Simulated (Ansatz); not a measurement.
Molecule: C₅H₆S, charge 0, multiplicity 1. 
Structure (B3LYP-D3(BJ)/def2-TZVP (Ansatz, an electronic-structure program) minimum search):
SMILES: Cc1cccs1
```xyz
12

C     -2.2699    -0.0970    -0.0421
C     -0.7851    -0.1672     0.1103
C     -0.0546    -0.9890     0.9212
C      1.3509    -0.7886     0.8161
C      1.6750     0.1876    -0.0773
S      0.2663     0.8686    -0.7962
H     -2.6587     0.8896     0.2198
H     -2.7418    -0.8285     0.6140
H     -2.5835    -0.3123    -1.0661
H     -0.5118    -1.7181     1.5759
H      2.0842    -1.3465     1.3804
H      2.6534     0.5441    -0.3533
```
Charge 0, spin multiplicity 1.

Property: atomisation energy (electronic, to ground-state atoms), in eV. Correlated levels leave the core frozen unless marked. Open shells are spin-unrestricted. No spin-orbit coupling. Non-relativistic. The coupled-cluster limit lacks core correlation, which all-electron functionals hold. CBS marks a two-point X^-3 extrapolation of the correlation energy; Hartree-Fock from the larger set.

```json
[
 {"level": "HF/aug-cc-pV(Q+d)Z", "program": "Ansatz", "atomisation energy (eV)": "40.02"}
]
```

Problem. What does CCSD(T)/CBS(cc-pV(T+d)Z,cc-pV(Q+d)Z) (Ansatz) give?

Solution. 54.53 eV
